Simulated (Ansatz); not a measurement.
# How methods differ on RbBr (SMILES [Br][Rb])

RbBr has 2 atoms, charge 0, and is taken as a singlet. SMILES: `[Br][Rb]`. The bond length is the measured one.

```xyz
2

Br    0.0000    0.0000    0.0000
Rb    0.0000    0.0000    2.9447
```

Quantity: the energy change with the Br1–Rb2 bond stretched from 2.945 to 5.889 Å, in eV. The values are calculated.

| level | kind | program | value (eV) | less FCI/STO-3G | CPU time (all runs) |
| --- | --- | --- | --- | --- | --- |
| HF/STO-3G (restricted) | Hartree–Fock | Ansatz | 3.57 | -0.11 | 0.77 s |
| PBE/STO-3G (restricted) | GGA | Ansatz | 3.04 | -0.64 | 11 s |
| revPBE/STO-3G (restricted) | GGA | Ansatz | 2.95 | -0.73 | 9.7 s |
| r2SCAN/STO-3G (restricted) | meta-GGA | Ansatz | 3.17 | -0.51 | 32 s |
| B2PLYP/STO-3G (restricted) | double hybrid | Ansatz | 3.36 | -0.32 | 12 s |
| CCSDT/STO-3G (restricted) | coupled cluster or CI | Ansatz | 3.68 | 0.00 | 3 s |
| CCSDTQ/STO-3G (restricted) | coupled cluster or CI | Ansatz | 3.68 | 0.00 | 2.5 min |
| FCI/STO-3G | exact in the basis | Ansatz | 3.68 | 0.00 | 10 s |

FCI/STO-3G is exact within its basis and frozen core, so for wave-function methods in that basis the difference is their error; functionals converge differently with the basis, so for them it is only a difference. All-electron rows without a relativistic Hamiltonian named are non-relativistic. The first shape isn't each level's own minimum. The values span 2.95 to 3.68 eV. Minimal STO sets describe s-block atoms so badly that they can place the ion below the atom. All rows use very small basis sets, so even the best lies far from the true value. In the correlated wave-function rows the outer d shell of Br is correlated, in sets not made for it. CPU times are rough (shared hosts, several kinds of processor): they show what a rung costs within a factor of a few.
